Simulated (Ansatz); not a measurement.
Species: NbO$_{2}$ (charge 0, doublet). The spin state was set by rule; other spins were not relaxed. SMILES: [O]=[Nb]=[O]
Geometry: optimised at B3LYP-D3(BJ)/def2-TZVP (Ansatz, an electronic-structure program).

Parts of the frozen-core correlation energy in def2-QZVPP (Ansatz, hartree). Frozen orbitals: 6; correlated occupied orbitals by spin: 9 and 8; virtual: 180 and 181. UHF or UKS for open shells. Spin-orbit coupling is left out. Past Kr the def2 sets carry scalar-relativistic core potentials.

```
term                            value
-------------------------  ----------
reference (HF)             -206.18149
MP2 opposite-spin            -0.51591
MP2 same-spin                -0.21149
CCSD correlation             -0.67357
(T)                          -0.05013
T1 diagnostic                   0.041
largest doubles amplitude       0.047
<S^2> of the reference          0.855
```
